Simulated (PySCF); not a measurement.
Mayer bond orders and bond lengths

Species: C3H10O2Si.
Numbering: `[CH3:1][CH2:2][O:3][CH2:4][O:5][SiH3:6]` (hydrogens: H7, H8, H9 on C1; H10, H11 on C2; H12, H13 on C4; H14, H15, H16 on Si6)

Structure used (GFN2-xTB), in Å, numbered top down from 1:
```
atom  x, y, z in Å
C1    -2.425   -0.157   -0.118
C2    -1.160    0.376   -0.785
O3    -0.031    0.372    0.061
C4     0.498   -0.884    0.376
O5     1.825   -0.754    0.672
Si6    2.646    0.644    0.444
H7    -2.610    0.380    0.809
H8    -3.272   -0.018   -0.783
H9    -2.327   -1.217    0.107
H10   -1.293    1.426   -1.057
H11   -0.945   -0.204   -1.695
H12   -0.016   -1.319    1.251
H13    0.377   -1.573   -0.482
H14    2.650    1.048   -0.964
H15    2.129    1.732    1.269
H16    3.946    0.157    0.885
```

Bond orders from the PBE0/pcSseg-1 density (PySCF). The structure is a single GFN2-xTB conformer in the gas phase; no vibrational or solvent corrections.

(1) How far do the computed orders between heavy atoms stray from the drawn ones?

(2) Give the Mayer order of every bond, beside its length.

Answers

(1) The largest departure is 0.094, at C2–O3 (drawn single, 0.906) and O3–C4 (drawn single, 0.906).

(2) 
| bond | drawn as | length (Å) | Mayer order |
| --- | --- | --- | --- |
| C1–C2 | single | 1.526 | 1.054 |
| C2–O3 | single | 1.411 | 0.906 |
| O3–C4 | single | 1.398 | 0.906 |
| C4–O5 | single | 1.366 | 0.960 |
| O5–Si6 | single | 1.637 | 0.926 |
| C1–H7 | single | 1.087 | 0.960 |
| C1–H8 | single | 1.087 | 0.963 |
| C1–H9 | single | 1.088 | 0.962 |
| C2–H10 | single | 1.093 | 0.957 |
| C2–H11 | single | 1.101 | 0.945 |
| C4–H12 | single | 1.104 | 0.943 |
| C4–H13 | single | 1.107 | 0.935 |
| Si6–H14 | single | 1.465 | 0.916 |
| Si6–H15 | single | 1.460 | 0.922 |
| Si6–H16 | single | 1.457 | 0.931 |

Bonds between the same two heavy elements. C–O: lowest C2–O3 and O3–C4 (0.906, 1.411 Å), highest C4–O5 (0.960, 1.366 Å). Bonds named together lie within 0.004.

Task: Sum the orders of all bonds at each heavy atom with more than one neighbour and set the sums beside the valence in the SMILES.

Result: C1 3.939 (drawn 4), C2 3.862 (drawn 4), O3 1.812 (drawn 2), C4 3.744 (drawn 4), O5 1.886 (drawn 2), Si6 3.695 (drawn 4). Orders between atoms that aren't bonded are not in these sums.

Mayer orders depend on the basis set.
